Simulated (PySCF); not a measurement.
## Structure from 2D NMR

Compound of formula C3HF7. Correlations simulated from computed shifts and the bond graph:

HSQC (one-bond C–H):
```csv
δH,δC
6.30,117.1
```

HMBC (two and three bonds, from the bond graph):
```csv
δH,δC
6.30,"127.4, 116.0"
```

Carbons without hydrogens: δ 127.4, 116.0.

Theoretical values (PySCF 2.14): σ from GIAO-PBE0/pcSseg-1, geometry from GFN2-xTB. Rapidly exchanging positions averaged, no solvent model, non-relativistic Hamiltonian, one conformer.

Scale: ¹H and ¹³C vs TMS (reference shieldings calculated alike).

Exchangeable hydrogens are left out of these lists.

Question: Work out the connectivity.

Answer: `FC(F)C(F)(F)C(F)(F)F`.

Atom-mapped SMILES (the numbers label the heavy atoms): `[F:1][CH:2]([F:3])[C:4]([F:5])([F:6])[C:7]([F:8])([F:9])[F:10]`. Each H is labelled by its parent atom.

1. δC 127.4 is C7, a CF3 carbon.
2. δC 117.1 is C2, an sp3 CH bonded to 2 F (δH 6.30).
3. δC 116.0 is C4, a fully substituted sp3 carbon bonded to 2 F.
4. HMBC from δH 6.30 reaches the proton-free carbons C7, C4.

The data come from this structure; uniqueness wasn't tested.

Shifts are as computed. Against solution values, carbons near 30 ppm lie about +3 ppm off and those near 130 ppm about +5 ppm. Of 1211 compounds with measured shifts, 218 miss one by over three times the rms of a fit or turn the order of signals round; such compounds aren't used in these exercises.
